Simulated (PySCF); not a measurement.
No solvent, non-relativistic, single conformer, fast rotation and ring inversion assumed for equivalent nuclei. Shielding tensors at PBE0/pcSseg-1 (GIAO); geometry: GFN2-xTB; PySCF 2.14.

References, each an isolated molecule treated in the same way: 1H, 13C against TMS. Shifts are as computed. Against solution values, carbons near 30 ppm lie about +3 ppm off and those near 130 ppm about +5 ppm. Of 1211 compounds with measured shifts, 218 miss one by over three times the rms of a fit or turn the order of signals round; such compounds aren't used in these exercises.

Task: Order these molecules by the shift of their most shielded carbon, lowest δ first.
A. Cc1ccc(C)pc1
B. CC(C)=P
C. CPc1ccccc1

Result: C (13.8 ppm, methyl carbon bonded to P), A (27.2 ppm, methyl carbon on an aromatic ring), B (31.9 ppm, methyl carbon).

Task: Order these molecules by the shift of their most deshielded carbon-bound hydrogen, lowest δ first.
A. Cc1ccc(C)pc1
B. CC(C)=P
C. CPc1ccccc1

Result: B (2.69 ppm, hydrogen on a methyl carbon), C (7.76 ppm, hydrogen on an aromatic CH), A (8.84 ppm, hydrogen on an aromatic CH).

Task: How many 13C and 1H signals does each give (equivalence by symmetry and fast rotation, but not about amide C–N or C=N bonds)? `CCCc1ccccc1`, `CC(C)=P`, `Cc1ccc(C)pc1`, `CPc1ccccc1`

Result: CCCc1ccccc1: 7 C, 6 H; CC(C)=P: 3 C, 3 H; Cc1ccc(C)pc1: 7 C, 5 H; CPc1ccccc1: 5 C, 5 H.
